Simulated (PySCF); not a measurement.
CH5NOSi, SMILES N[SiH2]C=O at its PBE/def2-SVP optimised geometry (Å):

```
9

N      1.2962    -0.9637     0.0000
Si    -0.4335    -0.9637     0.0000
C     -0.8066     0.9470     0.0000
O      0.1034     1.7428    -0.1743
H      1.8690    -1.7428    -0.3245
H      1.6959    -0.0517    -0.2520
H     -1.1354    -1.5597    -1.2032
H     -1.0546    -1.6060     1.2145
H     -1.8690     1.3272     0.1444
```

Computed with PBE/def2-TZVP in PySCF. Cells within 0.4 Å of a nucleus heavier than hydrogen are left out (blank, or x).

Map of the Laplacian of the electron density (e/bohr⁵), clipped to [-1.50, 1.50] on the plane z = 0.0 Å:

```
|5555555555555555555555555555555|
|5555555555555555555555555555555|
|5555555555555555555555555555555|
|5555555555555555555555555555555|
|5555555555555555555555555555555|
|5555555555555555555555555555555|
|5555555555555566665555555555555|
|5555555555555660266555555555555|
|555555555555670xx46555555555555|
|555555554455550xx36555555555555|
|555555540233x222366555555555555|
|55555555331xxx46765555555555555|
|55555555543xxx56555555555555555|
|5555555555533255555555555555555|
|5555555555543345555555555555555|
|5555555555544445555553455555555|
|5555555555545665555643455555555|
|5555555555559999555401555555555|
|5555555555589xx9642xxx555555555|
|555555555559xxx9641xxx555555555|
|5555555555569x995543x0455555555|
|5555555555556985555654455555555|
|5555555555555555555555555555555|
|5555555555555555555555555555555|
|5555555555555555555555555555555|
|5555555555555555555555555555555|
|5555555555555555555555555555555|
|5555555555555555555555555555555|
|5555555555555555555555555555555|
|5555555555555555555555555555555|
|5555555555555555555555555555555|
```
Scale: ten equal steps from -1.50 (start of '0') to 1.50 (end of '9'), in the order '0123456789'; x runs from -4.00 to 4.00, y from -4.00 (bottom) to 4.00 (top).
